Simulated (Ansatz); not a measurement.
Harmonic frequencies (cm⁻¹) at PBE0-D4/def2-TZVP from Ansatz: 31, 167, 317, 347, 400, 485, 656, 681, 952, 977, 1097, 1289, 1410, 1772, 3486.

Each molecule was computed in one conformer, which needn't be the lowest.

Question: Which molecule is it?
A. `O[SiH](Cl)[SiH2]F`
B. `FC1=[CH][GeH2][CH2]1`
C. `N=C(F)B(F)Cl`
D. `C[SiH]1N=C[Se]1`

Answer: C.
